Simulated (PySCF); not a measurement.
Working out the excitation energy of Al

Al [Ne] 3s2 3p1 (2P) → Al [Ne] 3s1 3p1 4s1 (4P). Computed with PySCF 2.14 in aug-cc-pV(D+d)Z (5s4p3d, 32 functions), with the non-relativistic Hamiltonian (point nucleus). Frozen: [Ne]. Energies in hartree (1 hartree = 27.21139 eV):

```tsv
part	Al (lower)	Al (upper)
UHF	-241.874285	-241.637162
CCSD correlation	-0.048295	-0.010191
(T)	-0.000818	-0.000075
```

Q: What does Hartree-Fock give?

A: (-241.637162) − (-241.874285) = 0.237123 hartree = 6.452 eV.

Q: What do CCSD and CCSD(T) give?

A: The CCSD correlation energies differ by 0.038104 hartree = 1.037 eV and the triples by 0.000743 hartree = 0.020 eV, so CCSD gives 7.489 eV and CCSD(T) 7.509 eV.

The upper state lies above the first ionisation limit, but in LS coupling its spin forbids autoionisation to the ground ion. A Rydberg-like electron needs more diffuse functions than a valence basis has.
